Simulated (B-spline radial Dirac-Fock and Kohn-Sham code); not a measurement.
Level of theory: ΔSCF Dirac-Fock with Breit, self-energy and vacuum polarisation, finite nucleus, configuration average; a radial B-spline solver. K edges are those of the screened (neutral excited atom) model, which lie within a few eV to tens of eV of tabulated edges.

An X-ray tube with a nickel target emits Kα1 at 7476.5 eV and Kβ1 at 8262.9 eV. K edges of lighter neighbours: V 5466.0 eV, Cr 5989.2 eV, Mn 6538.2 eV, Fe 7111.1 eV, Co 7708.7 eV.

Question: Which of these can serve as a Kβ filter, and which fluoresce under Kα1?

Answer: A Kβ filter needs its edge between the two lines: Co. Kα1 lies above the K edges of V, Cr, Mn, Fe, which therefore fluoresce.

Values without a named source are computed, but for edge energies of neutral atoms, which are taken from tables.
